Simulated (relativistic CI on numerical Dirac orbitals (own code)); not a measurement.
A reference radial Dirac CI calculation of Sb⁺ gave the lowest total energy -6472.36747 Ha in 34 SCF steps, from this input:

```
atom Sb  Z=51  charge=1  electrons=50
nucleus A=121  rms_radius_fm=4.6802
hamiltonian dirac-coulomb  breit=on  qed=on  c_scale=1
orbitals kli  potential=per-configuration
slater_scale 1
correlation none
mixing on
grid step=0.0125 r_max=100.6
scf mixing=0.4 start=green max_iterations=150 tolerance=2e-08 node_fill=0.05
configurations
  [Kr] 4d10 5s2 5p2
  [Kr] 4d10 5s 5p3
  [Kr] 4d10 5s2 5p 5d
end
```

One setting was then changed (and the iteration limit cut to 57), and the output read:

```
error: configuration [Kr] 4d10 5s2 5p2 has 50 electrons, the ion has 48
end: refused
```

Question: Which setting was changed?
A. end of the grid
B. SCF mixing
C. node fill of the KLI weights
D. charge

Answer: D. The charge 3. This setting is bad on purpose; its numbers may not be properties of the ion.
